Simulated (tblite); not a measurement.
Compound: C₆H₁₂F₂OSi.
Geometry (GFN2-xTB, Å), atoms numbered from 1 in this order:
```
atom  x, y, z in Å
F1     2.4518    1.7927    0.3116
C2     2.8115    0.4625    0.3461
C3     1.8701   -0.3558   -0.5220
C4     0.4822   -0.4813    0.1017
F5     0.6459   -1.2118    1.2906
C6    -0.4282   -1.3075   -0.8148
O7    -1.7390   -1.4842   -0.3534
C8    -2.5407   -0.3255   -0.3628
C9    -2.1816    0.6595    0.7505
Si10  -0.3626    1.1851    0.5877
H11    3.8415    0.4100   -0.0189
H12    2.7632    0.1480    1.3921
H13    1.7825    0.1189   -1.4999
H14    2.3029   -1.3511   -0.6511
H15   -0.0263   -2.3216   -0.9102
H16   -0.4335   -0.8295   -1.8081
H17   -2.4678    0.1700   -1.3442
H18   -3.5624   -0.6953   -0.2359
H19   -2.8568    1.5123    0.7064
H20   -2.3468    0.1639    1.7074
H21   -0.1963    2.1142   -0.5335
H22    0.1800    1.6461    1.8601
```

All values are computed: GFN2-xTB (tblite) harmonic vibrations without scaling, gas phase. The method is semi-empirical: single wavenumbers can be off by several per cent or more. Modes of hydrogen on silicon can be 10 to 20 % off. One conformer, not necessarily the lowest.

Harmonic wavenumbers (cm⁻¹): 65.3, 81.4, 108.8, 147.2, 181.6, 217.4, 243.4, 277.2, 300.9, 358.9, 391.9, 435.7, 485.7, 513.7, 578.8, 605.8, 615.1, 683.3, 717.0, 741.9, 801.7, 842.0, 898.0, 922.1, 936.7, 974.5, 999.8, 1029.6, 1068.1, 1094.0, 1103.5, 1117.1, 1128.7, 1153.3, 1185.7, 1211.5, 1239.6, 1280.0, 1304.3, 1319.8, 1328.0, 1340.0, 1348.7, 1440.8, 1444.5, 1450.6, 1457.4, 1472.1, 2261.1, 2323.9, 2844.9, 2846.5, 2950.9, 2952.2, 2956.1, 2968.4, 2972.6, 2993.0, 3003.1, 3004.2.

A = 1940, B = 826.6, C = 684.8 MHz; mass 166.063 u (most abundant isotopes); point group C1, symmetry number 1.

**Question.** What is the zero-point energy?

**Answer.** Half the sum of the wavenumbers: 37360 cm⁻¹ = 106.82 kcal/mol.

**Question.** Entropy at 350 K, 1 bar (ideal gas, RRHO, classical rotation)?

**Answer.** Translation 42.05, rotation 30.54, vibration 37.78: S = 110.4 cal/(mol K).

**Question.** And Cp and H(350 K) − H(0)?

**Answer.** Cp = 50.84 cal/(mol K), of which vibrations give 42.89 (their classical limit is 60 R = 119.2); H(350 K) − H(0) = 10.06 kcal/mol without the zero-point energy, 7.27 from vibrations.

**Question.** Which modes carry the vibrational entropy at 350 K?

**Answer.** 65.3 cm⁻¹: 4.61; 81.4 cm⁻¹: 4.17; 108.8 cm⁻¹: 3.60; 147.2 cm⁻¹: 3.02; 181.6 cm⁻¹: 2.61; 217.4 cm⁻¹: 2.28 cal/(mol K); the other 54 give 17.49 together.

**Question.** How do the functions run with temperature in this model?

**Answer.** 
```
 T (K)  S (cal/(mol K))  Cp (cal/(mol K))  H − H(0) (kcal/mol)  G − H(0) (kcal/mol)  ln q(vib)
    50             59.5              12.8                 0.48                -2.49       0.33
   100             70.4              19.5                 1.29                -5.75       1.43
298.15            102.8              44.3                 7.59               -23.05       7.01
373.15            113.7              53.6                11.27               -31.17       9.25
   500            131.4              67.2                18.96               -46.72      13.07
   750            162.4              85.7                38.26               -83.55      20.48
  1000            188.8              97.4                61.24              -127.54      27.45
```

q(vib) and H(0) count from the zero-point level.

**Question.** Blend soft modes into free rotors: weight 1/[1 + (100 cm⁻¹/ν̃)⁴] for the oscillator and the rest for a rotor with moment μB/(μ + B), μ = h/(8π²ν), B = 10⁻⁴⁴ kg m². What vibrational entropy results?

**Answer.** 35.78 cal/(mol K) in place of 37.78, which changes −T·S at 350 K by +0.70 kcal/mol.

Hindered rotation and anharmonicity are outside this model. Other conformers, if any are populated, would add a mixing term that is left out. The structure is chiral; the term R ln 2 for an equal mix with its mirror image is left out.
